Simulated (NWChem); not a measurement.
Molecule: C$_{2}$H$_{7}$B; SMILES BCC

```xyz
10

B     -0.2890    -1.4312     0.0273
H      0.2863    -2.4790     0.2265
H     -1.4782    -1.4650    -0.2096
C      0.5114    -0.1003    -0.0175
C     -0.2431     1.2222     0.0247
H      1.0159    -0.2261    -1.0065
H      1.3601    -0.1184     0.6891
H     -0.7108     1.3805     1.0090
H     -1.0516     1.2464    -0.7224
H      0.4132     2.0858    -0.1658
```
Atoms are numbered in this order, from 1.

Structure relaxed at the PBE0/def2-SVP level.

Q: List the 6 lowest vertical singlet excitations from B3LYP/def2-SVP, full TDDFT (NWChem).

A: 
```tsv
state	energy (eV)	oscillator strength	leading excitation (squared amplitude)
S1	5.73	0.001	HOMO → LUMO (0.98)
S2	5.84	0.000	HOMO−1 → LUMO (0.99)
S3	7.29	0.037	HOMO−2 → LUMO (0.98)
S4	7.88	0.009	HOMO−3 → LUMO (0.97)
S5	8.90	0.009	HOMO−4 → LUMO (0.97)
S6	9.08	0.008	HOMO → LUMO+1 (0.98)
```
